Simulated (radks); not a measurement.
Values are calculated unless marked as measured or tabulated.
The mean radii <r> (bohr) of the occupied orbitals of an atom or ion are listed with their occupations. Level of theory: scalar-relativistic Kohn-Sham, exchange-only LDA, spin-polarised, spherical densities, point nucleus (a radial shooting solver on a logarithmic mesh with Libxc functionals).

| orbital | occ. | <r> |
|---|---|---|
| 1s | 2 | 0.01605 |
| 2s | 2 | 0.06762 |
| 2p | 6 | 0.06145 |
| 3s | 2 | 0.1747 |
| 3p | 6 | 0.1766 |
| 3d | 10 | 0.1600 |
| 4s | 2 | 0.3845 |
| 4p | 6 | 0.4103 |
| 4d | 10 | 0.4313 |
| 5s | 2 | 0.8527 |
| 4f | 14 | 0.4541 |
| 5p | 6 | 0.9766 |
| 5d | 10 | 1.298 |
| 6s | 2 | 2.185 |

Name the element and its charge. Open shells, if any, are filled with parallel spins first.

Answer. Z = 82, lead, charge +2: Pb2+ in [Hg]. The 1s radius gives Z: for a bare nucleus <r> = (2 gamma + 1)/(2Z) with gamma = sqrt(1 - (Z/c)^2), 0.01587 bohr for Z = 82, and screening makes it slightly larger (0.01605 here). The occupations add up to 80, and the charge is Z minus that.
